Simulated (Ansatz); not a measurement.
Z-matrix (Å, degrees):
```
C
F 1 1.379
N 1 1.430 2 110.9
H 1 1.089 2 108.2 3 119.6
H 1 1.094 2 107.2 3 -120.8
C 3 1.410 1 117.3 2 -73.3
B 3 1.407 1 121.8 2 107.0
N 6 1.258 3 128.6 1 7.0
H 6 1.089 3 111.8 1 -172.8
H 7 1.192 3 118.4 1 178.7
H 7 1.193 3 118.7 1 -0.7
H 8 1.019 6 113.3 3 2.9
```

Charge 0, multiplicity 1.

(1) List the r2SCAN/def2-TZVPP orbital energies in eV (Ansatz). (Estimate.)

Results:

(1) Computed: Occupied: -666.53, -386.86, -385.11, -276.52, -275.36, -180.81, -32.16, -25.78, -23.30, -18.88, -16.02, -15.11, -13.91, -13.53, -12.42, -11.24, -10.96, -10.25, -9.58, -9.17, -8.67, -7.45, -6.96. Lowest empty: -1.83, -0.61, 1.25, 1.55, 1.88, 2.25, 2.76, 2.89.
